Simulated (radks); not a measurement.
Results of a calculation; reference values are marked as such.
Ionisation of neutral manganese, [Ar] 3d5 4s2, to Mn+, [Ar] 3d5 4s1, under several functionals. Non-relativistic Kohn-Sham, spin-polarised, spherical densities, point nucleus; open shells are filled with parallel spins first; a radial shooting solver on a logarithmic mesh with Libxc functionals.

| functional | E(Mn) (hartree) | Exc (hartree) | IE (eV) | -e(HOMO) (eV) | <r> HOMO (bohr) | IE error (eV) |
|---|---|---|---|---|---|---|
| revTPSS | -1150.66844 | -51.69457 | 7.042 | 4.450 | 3.337 | -0.392 |
| exchange-only B88 | -1149.96708 | -50.97882 | 6.228 | 3.649 | 3.473 | -1.206 |
| Tao-Mo meta-GGA | -1150.70577 | -51.73624 | 6.980 | 4.445 | 3.337 | -0.454 |
| B86b exchange with PBE correlation | -1151.03482 | -52.07691 | 7.162 | 4.439 | 3.309 | -0.272 |
| OLYP | -1151.25065 | -52.35148 | 7.258 | 4.236 | 3.378 | -0.176 |
| RPBE | -1150.94718 | -51.98837 | 7.151 | 4.368 | 3.350 | -0.283 |
| LDA (Slater exchange, VWN5 correlation) | -1148.64409 | -49.63416 | 7.488 | 4.588 | 3.280 | +0.054 |
| AM05 | -1148.79433 | -49.78976 | 7.138 | 4.375 | 3.336 | -0.296 |
| exchange-only r2SCAN | -1149.91269 | -50.96001 | 5.859 | 3.732 | 3.600 | -1.575 |
| SOGGA | -1149.46891 | -50.47736 | 6.951 | 4.299 | 3.333 | -0.483 |
| LDA (Slater exchange, Perdew-Zunger correlation) | -1148.62341 | -49.61176 | 7.517 | 4.628 | 3.268 | +0.083 |
| TASK exchange with Perdew-Wang LDA correlation | -1150.51849 | -51.59855 | 6.342 | 4.380 | 3.621 | -1.093 |

NIST Atomic Spectra Database: 7.434 eV (measured). Closest: LDA (Slater exchange, VWN5 correlation). The Delta-SCF values span 1.66 eV, the total energies 2.63 hartree. The highest occupied level is 4s. Open shells are spherical and high-spin; term and fine-structure splittings are not resolved.
